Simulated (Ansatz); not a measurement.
`C[SiH]1CS1` → `C1[SiH2]S1` + `[CH2]` (triplet) at 500 K and 1 bar (formal loss of a carbene).

Calculated with Ansatz (gas phase, PBE0-D4/def2-TZVP geometries, no zero-point term in ΔE). CCSD(T)/CBS is the MP2 limit (def2-TZVPP, def2-QZVPP) plus CCSD(T) − MP2 in def2-TZVPP, frozen cores. This one scheme is used for every species. Triplets are unrestricted, without spin–orbit coupling.

```
          species  CCSD(T)/CBS energy (Eh)  H − E (kJ/mol)  S (J/(mol·K))
     `C[SiH]1CS1`               -766.58382           234.4          374.2
     `C1[SiH2]S1`               -727.30403           147.4          318.9
`[CH2]` (triplet)                -39.09499            62.7          213.9
```

H − E and S are ideal-gas, rigid-rotor, harmonic terms from PBE0-D4/def2-TZVP, for one conformer and one mirror image of each species, with the whole ground term of open shells counted as degenerate. 1 Eh = 2625.50 kJ/mol, R = 8.31446 J/(mol·K).

Problem. By hand: ΔE, ΔH, ΔS and ΔG.

Solution. ΔE = (-727.30403) + (-39.09499) − (-766.58382) = 0.18480 Eh = 485.2 kJ/mol. Δ(H − E) = 147.4 + 62.7 − 234.4 = -24.3, so ΔH = 460.9 kJ/mol. ΔS = 318.9 + 213.9 − 374.2 = 158.6 J/(mol·K). ΔG = 460.9 − 500 × (158.6)/1000 = 381.6 kJ/mol.

Problem. By hand: the equilibrium constant, and the temperature at which ΔG would vanish if ΔH and ΔS stayed fixed.

Solution. log₁₀ K = −ΔG/(RT ln 10) = -39.9. ΔG = 0 at ΔH/ΔS = 2906 K, far beyond where these terms or the molecules hold.

The number of gas molecules changes by +1, which sets the sign of ΔS. A doubt of 5 kJ/mol in ΔE shifts log₁₀ K by 0.5 here. Other conformers and mirror images would add mixing entropy, several J/(mol·K) or more a flexible species. A triplet takes part, so the spin changes. These are equilibria of isolated gas molecules and say nothing of rates. Largest T1 diagnostic: 0.012 (customary marks: 0.02 for closed shells, 0.045 for open ones).
